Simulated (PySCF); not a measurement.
C$_{4}$H$_{9}$O$_{2}$ (SMILES [CH2]C(O)COC), doublet, at a GFN2-xTB geometry; DF-B3LYP/def2-SV(P) run with PySCF.

Input for PySCF:
```python
from pyscf import gto, scf, dft

mol = gto.Mole()
mol.atom = '''
    C    -1.635460    1.114110   -0.333849
    C    -1.142979    0.036087    0.542069
    O    -1.459975   -1.248749    0.076370
    C     0.396571    0.154049    0.741261
    O     0.999132   -0.034810   -0.517688
    C     2.400404    0.013921   -0.468693
    H    -1.933793    0.899290   -1.339800
    H    -1.605908    2.130674    0.002726
    H    -1.595299    0.113005    1.542827
    H    -0.979056   -1.376510   -0.750924
    H     0.649734    1.141418    1.152798
    H     0.732549   -0.622301    1.445301
    H     2.802628   -0.767841    0.187818
    H     2.753371   -0.147464   -1.485195
    H     2.751306    0.989198   -0.109740
'''
mol.basis = 'def2-sv(p)'
mol.charge = 0
mol.spin = 1
mol.verbose = 4
mol.build()

mf = dft.UKS(mol)
mf.xc = 'b3lyp'
mf.diis_space = 20
mf = mf.density_fit(auxbasis='def2-universal-jkfit')
mf.kernel()
```

The log (banner, timings and long lists left out):

```
PySCF version 2.14.0

[INPUT] verbose = 4
[INPUT] num. atoms = 15
[INPUT] num. electrons = 49
[INPUT] charge = 0
[INPUT] spin (= nelec alpha-beta = 2S) = 1
[INPUT] symmetry False subgroup None
[INPUT] Mole.unit = angstrom
[INPUT] Symbol           X                Y                Z      unit          X                Y                Z       unit  Magmom
[INPUT]  1 C     -1.635460000000   1.114110000000  -0.333849000000 AA   -3.090571487681   2.105362772639  -0.630883176960 Bohr   0.0
[INPUT]  2 C     -1.142979000000   0.036087000000   0.542069000000 AA   -2.159917276129   0.068194546657   1.024361950617 Bohr   0.0
[INPUT]  3 O     -1.459975000000  -1.248749000000   0.076370000000 AA   -2.758952898712  -2.359793608324   0.144318384133 Bohr   0.0
[INPUT]  4 C      0.396571000000   0.154049000000   0.741261000000 AA    0.749410578945   0.291110419763   1.400780276821 Bohr   0.0
[INPUT]  5 O      0.999132000000  -0.034810000000  -0.517688000000 AA    1.888085842289  -0.065781366396  -0.978288537974 Bohr   0.0
[INPUT]  6 C      2.400404000000   0.013921000000  -0.468693000000 AA    4.536106148310   0.026306877380  -0.885701406501 Bohr   0.0
[INPUT]  7 H     -1.933793000000   0.899290000000  -1.339800000000 AA   -3.654339151601   1.699411806560  -2.531855061692 Bohr   0.0
[INPUT]  8 H     -1.605908000000   2.130674000000   0.002726000000 AA   -3.034726301248   4.026390320732   0.005151393416 Bohr   0.0
[INPUT]  9 H     -1.595299000000   0.113005000000   1.542827000000 AA   -3.014678196793   0.213548500706   2.915520487584 Bohr   0.0
[INPUT] 10 H     -0.979056000000  -1.376510000000  -0.750924000000 AA   -1.850147700612  -2.601226907725  -1.419040700363 Bohr   0.0
[INPUT] 11 H      0.649734000000   1.141418000000   1.152798000000 AA    1.227819313818   2.156967413649   2.178472496946 Bohr   0.0
[INPUT] 12 H      0.732549000000  -0.622301000000   1.445301000000 AA    1.384316982824  -1.175978457043   2.731223057560 Bohr   0.0
[INPUT] 13 H      2.802628000000  -0.767841000000   0.187818000000 AA    5.296199349038  -1.451009197212   0.354924581264 Bohr   0.0
[INPUT] 14 H      2.753371000000  -0.147464000000  -1.485195000000 AA    5.203117109320  -0.278666573233  -2.806611791573 Bohr   0.0
[INPUT] 15 H      2.751306000000   0.989198000000  -0.109740000000 AA    5.199214824873   1.869313302968  -0.207378544910 Bohr   0.0

nuclear repulsion = 254.196986663773
number of shells = 54
number of NR pGTOs = 180
number of NR cGTOs = 102
basis = def2-sv(p)
ecp = {}

******** <class 'pyscf.df.df_jk.DFUKS'> ********
method = DFUKS
initial guess = minao
damping factor = 0
level_shift factor = 0
DIIS = <class 'pyscf.scf.diis.CDIIS'>
diis_start_cycle = 1
diis_space = 20
diis_damp = 0
SCF conv_tol = 1e-09
SCF conv_tol_grad = None
SCF max_cycles = 50
direct_scf = False
number electrons alpha = 25  beta = 24
XC library pyscf.dft.libxc version 7.1.2
    S. Lehtola, C. Steigemann, M. J. T. Oliveira, and M. A. L. Marques,  SoftwareX 7, 1–5 (2018)
XC functionals = b3lyp
    P. J. Stephens, F. J. Devlin, C. F. Chabalowski, and M. J. Frisch,  J. Phys. Chem. 98, 11623 (1994)
radial grids:
    Treutler-Ahlrichs [JCP 102, 346 (1995); DOI:10.1063/1.469408] (M4) radial grids

becke partition: Becke, JCP 88, 2547 (1988); DOI:10.1063/1.454033
pruning grids: <function nwchem_prune>
grids dens level: 3
symmetrized grids: False
atomic radii adjust function: <function treutler_atomic_radii_adjust>
small_rho_cutoff = 0
Set gradient conv threshold to 3.16228e-05
tot grids = 172912
******** <class 'pyscf.df.df.DF'> ********
auxbasis = def2-universal-jkfit
init E= -308.450948082224

cycle= 1 E= -307.809365445089  delta_E= 0.642  |g|= 0.582  |ddm|= 2.64
cycle= 2 E= -307.64437887081  delta_E= 0.165  |g|= 0.888  |ddm|= 1.46
cycle= 3 E= -307.940276031639  delta_E= -0.296  |g|= 0.0652  |ddm|= 0.982
cycle= 4 E= -307.941841626975  delta_E= -0.00157  |g|= 0.0294  |ddm|= 0.0897
cycle= 5 E= -307.942227602173  delta_E= -0.000386  |g|= 0.00836  |ddm|= 0.032
cycle= 6 E= -307.942251389004  delta_E= -2.38e-05  |g|= 0.00366  |ddm|= 0.00965
cycle= 7 E= -307.942257649559  delta_E= -6.26e-06  |g|= 0.000881  |ddm|= 0.00469
cycle= 8 E= -307.942258275589  delta_E= -6.26e-07  |g|= 0.000263  |ddm|= 0.00172
cycle= 9 E= -307.942258316035  delta_E= -4.04e-08  |g|= 0.000104  |ddm|= 0.00044
cycle= 10 E= -307.942258321825  delta_E= -5.79e-09  |g|= 3.43e-05  |ddm|= 0.000145
cycle= 11 E= -307.942258322525  delta_E= -7.01e-10  |g|= 5.63e-06  |ddm|= 5.02e-05
Extra cycle  E= -307.942258322535  delta_E= -9.21e-12  |g|= 5.27e-06  |ddm|= 1.4e-05
converged SCF energy = -307.942258322535  <S^2> = 0.75374699  2S+1 = 2.0037435
```
